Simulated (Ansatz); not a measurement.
Cost and result for the atomization energy of `CB1C[SiH2]O1` (12 atoms, 12 bonds).

Cartesian coordinates in Å:
```
C 1.061 1.525 0.637
B 0.126 0.333 0.273
C 0.117 -0.656 -1.001
Si -1.321 -1.318 -0.037
O -0.927 -0.087 1.061
H 2.102 1.190 0.685
H 0.799 1.995 1.586
H 1.031 2.285 -0.152
H 1.001 -1.288 -1.106
H -0.085 -0.176 -1.960
H -2.693 -1.142 -0.579
H -1.210 -2.660 0.591
```

The species carries charge 0 and has multiplicity 1. Geometry: relaxed with PBE0-D4/def2-TZVP. Program: Ansatz. All runs use 4 threads of an Intel Xeon Platinum 8488C on a shared host. Times are those of one run each, without the atoms' runs, and a repeat can differ threefold. Electronic energies, without spin–orbit coupling; frozen cores. CCSD(T)/CBS adds CCSD(T) − MP2 in def2-TZVPP to the MP2 limit, and its time is that of the two runs behind it. T1 = 0.013. B3LYP takes the VWN-RPA correlation (the form of Gaussian; ORCA's B3LYP/G).

CCSD(T)/CBS is a level of theory with its own doubt, some kJ/mol a heavy atom from the limit and from the frozen cores, so smaller differences don't rank the functionals.

| level | functions | wall time |
| --- | --- | --- |
| PBE-D4/def2-TZVPP (with forces) | 264 | 1.9 s |
| BHLYP-D4/def2-TZVPP | 264 | 2.2 s |
| PBE0-D4/def2-TZVPP | 264 | 2.3 s |
| r2SCAN-D4/def2-TZVPP (with forces) | 264 | 3 s |
| r2SCANh-D4/def2-TZVPP | 264 | 3.2 s |
| CCSD(T)/def2-SVP | 109 | 3.3 s |
| B3LYP-D4/def2-TZVPP (with forces) | 264 | 3.5 s |
| PBE-QIDH/def2-TZVPP | 264 | 4.2 s |
| B97M-V/def2-TZVPP | 264 | 5.5 s |
| ωB97X-V/def2-TZVPP | 264 | 5.5 s |
| MP2/def2-QZVPP | 508 | 19 s |
| CCSD(T)/def2-TZVPP | 264 | 88 s |
| CCSD(T)/CBS(def2) | – | 110 s |

(1) What atomization energy does each give, and how far from CCSD(T)/CBS? (Estimate.)

Answers

(1) Ansatz gave: 
```tsv
level	atomization (kcal/mol)	difference from CCSD(T)/CBS	per bond
PBE-D4/def2-TZVPP (with forces)	1158.5	17.5	1.5
BHLYP-D4/def2-TZVPP	1117.4	-23.6	-2.0
PBE0-D4/def2-TZVPP	1145.4	4.4	0.4
r2SCAN-D4/def2-TZVPP (with forces)	1148.7	7.7	0.6
r2SCANh-D4/def2-TZVPP	1143.4	2.4	0.2
CCSD(T)/def2-SVP	1085.1	-55.9	-4.7
B3LYP-D4/def2-TZVPP (with forces)	1141.5	0.5	0.0
PBE-QIDH/def2-TZVPP	1140.4	-0.6	0.0
B97M-V/def2-TZVPP	1149.3	8.3	0.7
ωB97X-V/def2-TZVPP	1146.2	5.2	0.4
MP2/def2-QZVPP	1149.2	8.2	0.7
CCSD(T)/def2-TZVPP	1114.7	-26.3	-2.2
CCSD(T)/CBS(def2)	1141.0	0.0	0.0
```

From PBE to PBE0 (25 % exact exchange), in def2-TZVPP and without D4, the atomization energy moves by −12.3 kcal/mol: exact exchange takes away binding that semilocal exchange gives to molecules. At CCSD(T), def2-SVP lies −55.9 kcal/mol from the extrapolated value and def2-TZVPP −26.3 kcal/mol: correlation converges slowly with the basis, and small sets miss more of it in the bonded molecule than in its fragments. Leaving LDA and LC-ωPBE aside and taking each functional with its dispersion term where it has one, the values spread over 41.1 kcal/mol, from BHLYP-D4 to PBE-D4. LDA lies +138.7 kcal/mol from PBE without D4, its usual overbinding.
